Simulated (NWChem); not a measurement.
Species: CH$_{6}$N cation; SMILES C[NH3+]

```xyz
8

C      0.0000     0.0000     0.8146
N      0.0000     0.0000    -0.7025
H     -1.0168     0.1956     1.1548
H      0.6778     0.7828     1.1548
H      0.3391    -0.9784     1.1548
H     -0.6253    -0.7236    -1.0803
H      0.9394    -0.1797    -1.0803
H     -0.3140     0.9034    -1.0803
```
Atoms are numbered in this order, from 1.

All runs use the structure optimised with B3LYP/6-31G* (spherical d).

 Unshifted, non-relativistic core excitations; the lowest 4 roots alone, so stronger bands may lie above.

List the first N K-edge excitations from BHandHLYP/def2-TZVP, restricted-window TDA (NWChem).


| state | energy (eV) | dipole oscillator strength | leading excitation (squared amplitude) |
|---|---|---|---|
| S1 | 402.7 | 0.0085 | 1s of atom 2 or its equivalents → LUMO (0.94) |
| S2 | 403.5 | 0.0496 | 1s of atom 2 or its equivalents → LUMO+1 (0.88) |
| S3 | 403.5 | 0.0496 | 1s of atom 2 or its equivalents → LUMO+2 (0.88) |
| S4 | 404.4 | 0.0449 | 1s of atom 2 or its equivalents → LUMO+6 (0.47) |
